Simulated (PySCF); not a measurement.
Computed Raman spectrum (relative Raman activity) of a molecule C2H4F2Si2. Geometry: PBE0-D3(BJ)/def2-SVP. One conformer was computed; it need not be the lowest. All values below come from PBE0-D3(BJ)/def2-SVP run with PySCF. Frequencies are harmonic and unscaled.

Lines under 2 % of the strongest are left out, and lines within 2 cm⁻¹ are merged.

| ν (cm⁻¹) | relative intensity |
|---|---|
| 159 | 2.5 |
| 209 | 2.5 |
| 366 | 2.2 |
| 419 | 7.5 |
| 497 | 2.5 |
| 734 | 7.4 |
| 776 | 6.3 |
| 816 | 3.6 |
| 853 | 3.7 |
| 943 | 4.9 |
| 2166 | 75 |
| 2235 | 62 |
| 2248 | 50 |
| 2251 | 100 |
| 3472 | 17 |

Problem. Which structure fits?
A) F[SiH](F)C#C[SiH3]
B) FC1=C[Si@@H](F)[SiH2]1
C) C#C[Si@H](F)[SiH2]F
D) C#C[Si](F)(F)[SiH3]

Solution. C, C#C[Si@H](F)[SiH2]F
